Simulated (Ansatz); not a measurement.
Q: Name a neutral molecule of Al, B, C, Cl, O and H with HOMO–LUMO gap (PBE0/def2-TZVPP) between 6.45 and 6.75 eV and LUMO energy (B3LYP/def2-TZVPP) between -2.00 and -1.70 eV (Ansatz, PBE0-D4/def2-TZVP geometry).

A: `BC[O][AlH][Cl]` (6.59 eV, -1.76 eV). Other molecules can fit too; these were computed, each in one conformer that needn't be the lowest.

B3LYP here is the variant with VWN-RPA as its local correlation; programs differ in this.
